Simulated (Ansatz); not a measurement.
An input meant for Si13H20, a cluster cut from cubic silicon (charge 0, singlet).

```yaml
crystal:
  periodic: [false, false, false]
  atoms:
    - {symbol: Si, position_ang: [0.660835, -3.357014, 0.551362]}
    - {symbol: Si, position_ang: [-2.322167, 2.297236, -2.015976]}
    - {symbol: Si, position_ang: [0.811560, -0.861569, -2.354448]}
    - {symbol: Si, position_ang: [-2.078882, -0.650778, 0.583198]}
    - {symbol: Si, position_ang: [0.777731, -0.685746, 3.271609]}
    - {symbol: Si, position_ang: [0.496891, 1.995905, 0.415440]}
    - {symbol: Si, position_ang: [3.426657, -0.619219, 0.420296]}
    - {symbol: Si, position_ang: [-3.310071, 0.751638, -0.736394]}
    - {symbol: Si, position_ang: [-0.797873, -1.985260, -0.996839]}
    - {symbol: Si, position_ang: [2.031168, -1.866252, 1.828351]}
    - {symbol: Si, position_ang: [-0.717246, 3.483232, -0.880554]}
    - {symbol: Si, position_ang: [2.104593, 0.557071, -0.852714]}
    - {symbol: Si, position_ang: [-0.723161, 0.689451, 1.797730]}
    - {symbol: H, position_ang: [1.324756, -4.150721, -0.240265]}
    - {symbol: H, position_ang: [-0.328826, -4.206390, 1.499811]}
    - {symbol: H, position_ang: [-3.277389, 3.307653, -2.875510]}
    - {symbol: H, position_ang: [-1.635193, 1.631949, -3.216856]}
    - {symbol: H, position_ang: [1.758610, -1.628228, -2.894117]}
    - {symbol: H, position_ang: [0.117752, -0.048064, -3.560225]}
    - {symbol: H, position_ang: [-2.935476, -1.666283, 1.254400]}
    - {symbol: H, position_ang: [-0.338438, -1.473586, 4.106481]}
    - {symbol: H, position_ang: [1.472785, 0.220421, 3.958928]}
    - {symbol: H, position_ang: [1.550686, 3.007259, 1.172244]}
    - {symbol: H, position_ang: [4.270058, -1.526021, -0.229528]}
    - {symbol: H, position_ang: [4.169247, 0.239499, 1.527389]}
    - {symbol: H, position_ang: [-4.097617, -0.192228, -1.640113]}
    - {symbol: H, position_ang: [-4.422433, 1.293145, 0.207057]}
    - {symbol: H, position_ang: [-1.621707, -2.990787, -1.881296]}
    - {symbol: H, position_ang: [3.057163, -2.950280, 2.704317]}
    - {symbol: H, position_ang: [0.155135, 4.374618, -1.659600]}
    - {symbol: H, position_ang: [-1.363734, 4.221693, 0.096063]}
    - {symbol: H, position_ang: [2.824576, 1.570915, -1.633895]}
    - {symbol: H, position_ang: [-1.546495, 1.618288, 2.543295]}
basis:
  gaussian: {orbitals: "6-31G*", fitting: {mean_field: def2-universal-jkfit}}
hamiltonian: {xc: {name: HSE06}}
scf: {omitted_lower_state_checks: [starts]}
relax: {f_tol: 0.0001, max_steps: 2}
output: {forces: true}
```

```sh
$ ansatz run in.yaml --threads 2 --pin off --events-out ev --progress --plain --max-ram 32768MiB --backend cuda --devices 0, --max-vram 18GiB
```

(1) Predict how Ansatz answers.

Results:

(1) The SCF steps converged, but the relaxation ran out of steps. The relaxation is allowed too few steps for its threshold.
```
Functional definition: HSE06
2024 factors; integrals over basis functions are off by at most 8.8e-2 eV
2024 factors; integrals over basis functions are off by at most 1.8e-7 eV
mean field evaluation 1: about -102681.5575 eV, gradient 1.9e1 eV
mean field evaluation 2: about -102681.9848 eV, gradient 1.8e1 eV
mean field evaluation 4: about -102683.1819 eV, gradient 1.4e0 eV
mean field evaluation 8: about -102683.1969 eV, gradient 4.4e-2 eV
mean field evaluation 16: about -102683.1969 eV, gradient 2.6e-5 eV
mean field -102683.19690726 eV, -3773.5378851712 hartree, gradient 2.6e-5 eV, S^2 0.000000; 0 other end points of the search recorded, 0 dependent functions left out
reference -102683.19698350 eV, -3773.5378879730 hartree; 101, 101 occupied and 186, 186 virtual orbitals, 2024 factors
relax step   1: F+E_penalty+E_count = -102683.19690726 eV  Δ(F+E_penalty+E_count) = +0.000e0 eV  max|allowed force component| = 4.718e0 eV/Å  Δτ_max = 0.0000 Å  (26 SCF iters, accepted)
2024 factors; integrals over basis functions are off by at most 7.4e-2 eV
2024 factors; integrals over basis functions are off by at most 1.8e-7 eV
mean field -102686.82331605 eV, -3773.6711532362 hartree, gradient 6.5e-5 eV, S^2 0.000000; 0 other end points of the search recorded, 0 dependent functions left out
reference -102686.82339240 eV, -3773.6711560421 hartree; 101, 101 occupied and 186, 186 virtual orbitals, 2024 factors
relax step   2: F+E_penalty+E_count = -102686.82331605 eV  Δ(F+E_penalty+E_count) = -3.626e0 eV  max|allowed force component| = 1.255e0 eV/Å  Δτ_max = 0.1938 Å  (30 SCF iters, accepted)
Error: geometry relaxation did not converge after 2 steps: max|allowed force component| = 1.25e0 eV/Å (threshold 1.0e-4). Raise `relax.max_steps` over both its present limit and 2, loosen `relax.f_tol`, or start from a geometry closer to equilibrium. Where this run's directory can be resumed (`checkpoint.write`), a resume goes on for up to `relax.max_steps` more
```
